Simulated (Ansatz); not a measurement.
Calculation: Ansatz (a program for electronic structure) with frozen-core CCSD(T)/cc-pVTZ // PBE0-D3(BJ)/def2-SVP. The restricted HF reference is unstable towards unrestricted orbitals.

Ansatz 0.2 input:
```yaml
crystal:
  periodic: [false, false, false]
  atoms:
    - { symbol: C, position_ang: [-0.50147, 0.899532, -0.005425] }
    - { symbol: C, position_ang: [-0.967694, -0.352448, -0.002104] }
    - { symbol: C, position_ang: [0.501468, -0.899531, 0.005426] }
    - { symbol: C, position_ang: [0.967696, 0.352447, 0.002103] }
    - { symbol: H, position_ang: [-0.952986, 1.892612, -0.011044] }
    - { symbol: H, position_ang: [-1.958791, -0.808331, -0.003878] }
    - { symbol: H, position_ang: [0.952984, -1.892611, 0.011045] }
    - { symbol: H, position_ang: [1.958794, 0.808329, 0.003877] }
basis:
  gaussian: { orbitals: cc-pVTZ }
correlation:
  method: ccsd_t
```

Output:

```
Functional definition: HF
1004 factors; integrals over basis functions are off by at most 1.3e-3 eV
mean field evaluation 1: about -4179.7844 eV, gradient 3.0e1 eV
mean field evaluation 2: about -4179.7893 eV, gradient 3.0e1 eV
mean field evaluation 4: about -4182.2181 eV, gradient 3.3e0 eV
mean field evaluation 8: about -4182.2520 eV, gradient 2.5e-4 eV
mean field evaluation 16: about -4182.2517 eV, gradient 2.9e-1 eV
mean field -4182.25203548 eV, -153.6949274716 hartree, gradient 2.5e-6 eV, S^2 0.000000; 0 other end points of the search recorded, 0 dependent functions left out; unrestricted orbitals would lower it
4 core orbitals not correlated
reference -4182.25203548 eV, -153.6949274716 hartree; 10, 10 occupied and 162, 162 virtual orbitals, 1004 factors
second order -17.22742868 eV of doubles, -0.00000000 eV of singles
cycle   1  -17.32179013 eV  change   -9.4e-2 eV  update   9.5e-2
cycle   2  -17.83476640 eV  change   -5.1e-1 eV  update   3.4e-2
cycle   3  -17.94500380 eV  change   -1.1e-1 eV  update   1.7e-2
cycle   4  -17.94604425 eV  change   -1.0e-3 eV  update   5.7e-3
cycle   5  -17.95052478 eV  change   -4.5e-3 eV  update   2.1e-3
cycle   6  -17.95036448 eV  change    1.6e-4 eV  update   7.9e-4
cycle   7  -17.94997314 eV  change    3.9e-4 eV  update   2.8e-4
cycle   8  -17.95004924 eV  change   -7.6e-5 eV  update   9.1e-5
cycle   9  -17.95003119 eV  change    1.8e-5 eV  update   2.1e-5
cycle  10  -17.95001757 eV  change    1.4e-5 eV  update   5.8e-6
perturbative correction -0.96384355 eV, -0.0354205973 hartree
Total energy: -4201.16589660 eV, -154.3899990476 hartree
```

Cost: about 19 core-seconds (a rough figure).
